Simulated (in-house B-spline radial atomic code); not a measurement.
Values are calculated unless marked as measured or tabulated.
## Weak and strong correlation along the adiabatic connection

Two-electron singlets in several external potentials (atomic units), by full CI in B-splines with partial waves to l = 8 (correlation energies up to 0.6 % small). The repulsion is scaled by λ at fixed density; W(λ) is the mean repulsion less the Hartree energy, W(0) = E_x, and the area under W from 0 to 1 is E_xc.

One system gave this curve:

```tsv
λ	W (hartree)
0	-0.39537
0.02	-0.39772
0.05	-0.40113
0.12	-0.40862
0.25	-0.42088
0.4	-0.4328
0.6	-0.44573
0.8	-0.45608
1	-0.4645
1.4	-0.47725
2	-0.4901
3	-0.50307
4.5	-0.51405
7	-0.52396
10	-0.5307
```

Task: Which system is it?
A. −V exp(−r²/w²), V = 7.53, w = 1.15
B. −Z exp(−kr)/r, Z = 7.89, k = 3.37
C. −Z/r, Z = 1.1, wall at 0.91 bohr
D. ω²r²/2 − Z/r, ω = 0.447, Z = -1

Result: D. The exchange energy sets the size: ω²r²/2 − Z/r, ω = 0.447, Z = -1: E_x = -0.395, E_c = -0.0411; −Z exp(−kr)/r, Z = 7.89, k = 3.37: E_x = -4.07, E_c = -0.0467; −Z/r, Z = 1.1, wall at 0.91 bohr: E_x = -2.06, E_c = -0.0481; −V exp(−r²/w²), V = 7.53, w = 1.15: E_x = -1.16, E_c = -0.042 hartree.
